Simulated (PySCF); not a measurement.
AsF3, charge +1, doublet, at a GFN2-xTB geometry (a state made from the parent by changing its charge; the spin is typed, not shown lowest). Base run: R2SCAN/STO-3G (PySCF).

Input for PySCF:
```python
from pyscf import gto, scf, dft

mol = gto.Mole()
mol.atom = '''
    F    -0.863835   -1.205211   -0.444522
    As    0.010843   -0.004813    0.371182
    F     1.460239   -0.125053   -0.498407
    F    -0.636160    1.347910   -0.418070
'''
mol.basis = 'sto-3g'
mol.charge = 1
mol.spin = 1
mol.verbose = 4
mol.build()

mf = dft.UKS(mol)
mf.xc = 'r2scan'
mf.kernel()
mf.analyze()
```

Each row names what was changed in the base input (with any setting that the change needs).

```tsv
change	ΔE vs base (mEh)	SCF cycles	<S^2>	outcome
base	0.000	11	0.755	converged
diis_space = 12	0.000	11	0.755	converged
init_guess = huckel	0.000	11	0.755	converged
diis_space = 2	-	50	-	not converged
diis_space = 4	0.000	11	0.755	converged
conv_tol = 1e-7	0.000	8	0.755	converged
diis = off (with mf.max_cycle = 100)	-	100	-	not converged
init_guess = vsap	0.000	11	0.755	converged
init_guess = sap	0.000	11	0.755	converged
diis = off; damp = 0.3 (with mf.diis_start_cycle = 200; with mf.max_cycle = 150)	-	150	-	not converged
diis = off; damp = 0.6 (with mf.diis_start_cycle = 200; with mf.max_cycle = 150)	0.000	21	0.755	converged
damp = 0.5; diis_start_cycle = 5	-	11	-	not converged
level_shift = 0.1 (with mf.max_cycle = 100)	0.000	10	0.755	converged
```

Open shells are given as the SCF converged; they aren't shown to be the lowest states, and a large step between rows can be another state.
